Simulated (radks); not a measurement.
Values are calculated unless marked as measured or tabulated.
Problem. The mercury ion Hg3+, configuration [Kr] 4d10 4f14 5s2 5p5 5d9 6p1 (not the ground configuration). Code: a radial shooting solver on a logarithmic mesh with Libxc functionals. Model: Dirac Kohn-Sham, PBE, spin-unpolarised, spherical densities, finite nucleus; open shells fill j = l - 1/2 first; Fermi nuclear charge, rms radius 5.4648 fm.

Spin-orbit splittings of the eigenvalues, e(l+1/2) - e(l-1/2), with zeta = 2 splitting/(2l+1) and mean radii in bohr:

shell  occ.  splitting (eV)  zeta (eV)  <r> j=l-1/2  <r> j=l+1/2
2p        6            1948       1298      0.05692      0.06560
3p        6               ?          ?       0.1704       0.1863
3d       10           92.45      36.98       0.1621       0.1670
4p        6           104.2      69.45       0.4011       0.4352
4d       10           19.43      7.773       0.4423       0.4534
4f       14           4.204      1.201       0.4782       0.4848
5p        5           18.83      12.55       0.9611        1.051
5d        9           2.233     0.8933        1.320        1.360
5f        0         0.03195   0.009130        3.700        3.721
6p        1           2.525      1.683        2.498        2.710

Estimate the 3p splitting.

Solution. 431.4 eV (zeta = 287.6 eV).
